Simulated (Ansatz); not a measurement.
Breaking the Ge1–H3 bond in GeH3I (SMILES [GeH3][I]) (multiplicity 1 held, fragments rigid). Energies count from the point at 1.533 Å.
Geometry at that point (charge 0, multiplicity 1):
```xyz
5

Ge    -1.513    -0.028     0.000
I      1.026     0.019     0.000
H     -1.952    -1.267    -0.790
H     -1.974    -0.106     1.460
H     -1.999     1.262    -0.671
```

Restricted levels (R-, RO-) in cc, def2 and unpolarised 6-31G sets keep to the state of the molecule at rest. Active spaces are followed from a long bond inwards. Levels need not reach the same state.

Frozen-core correlation. Filled d and f shells under p-block atoms count as core.

Programs: Ansatz (Gaussian orbitals). Each number belongs to the level named beside it. In def2 rows elements past Kr take small-core potentials, without spin–orbit coupling.

Estimate the energy at R = 4.906 Å that FIC-MRCISD on CASSCF(2,2)/def2-TZVPP returns for this input.

85.3 kcal/mol

Give the energy at R = 4.906 Å at the level R-PBE/def2-TZVPP.

108.2 kcal/mol

Give the energy at R = 4.906 Å at the level FIC-MRCISD+Q on CASSCF(2,2)/def2-TZVPP.

86.1 kcal/mol

Doubts at one or more of the structures used: a restricted determinant that unrestricted orbitals would lower (R-PBE/def2-TZVPP).

Ansatz is a program for electronic structure.
